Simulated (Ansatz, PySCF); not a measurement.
GaH2, SMILES [GaH2], multiplicity 2. Atoms are numbered in the order given.

```xyz
3

Ga     0.0000     0.0000    -0.1034
H      0.0000    -1.3863    -0.9043
H      0.0000     1.3863    -0.9043
```
Charge 0, spin multiplicity 2.

Coordinates come from a B3LYP-D3(BJ)/def2-TZVPD optimisation. The spin state was assumed, not searched. The isomer is the one that the SMILES or the coordinates give; other isomers of the formula were not compared.

Two levels are set side by side: PBE-D3(BJ)/def2-TZVPD (Ansatz, a program for electronic structure) and B3LYP-D3(BJ)/def2-TZVPD (Ansatz). Each level has its own optimised geometry; the coordinates shown are those of the second. Frequencies come from the Hessian of PySCF at each geometry. Differences are taken from unrounded values.

| quantity | B3LYP-D3(BJ) |
|---|---|
| mean bond length (Å) | 1.601 |
| bond Ga1–H2 (Å) | 1.601 |
| bond Ga1–H3 (Å) | 1.601 |
| highest harmonic wavenumber (cm⁻¹) | 1829 |
| mean harmonic wavenumber (cm⁻¹) | 1439 |
| zero-point energy (kcal/mol) | 6.17 |

Question: What does PBE-D3(BJ) give, and how far is it from B3LYP-D3(BJ)? (An estimate is asked for; the answer gives what the named calculation found.)

Answer: 
| quantity | PBE-D3(BJ) | PBE-D3(BJ) minus B3LYP-D3(BJ) |
|---|---|---|
| mean bond length (Å) | 1.608 | 0.007 |
| bond Ga1–H2 (Å) | 1.608 | 0.007 |
| bond Ga1–H3 (Å) | 1.608 | 0.007 |
| highest harmonic wavenumber (cm⁻¹) | 1795 | -34 |
| mean harmonic wavenumber (cm⁻¹) | 1407 | -32 |
| zero-point energy (kcal/mol) | 6.03 | -0.14 |

Exact exchange shortens and stiffens bonds; PBE has none. Differences between two approximate levels are no errors against the true value.
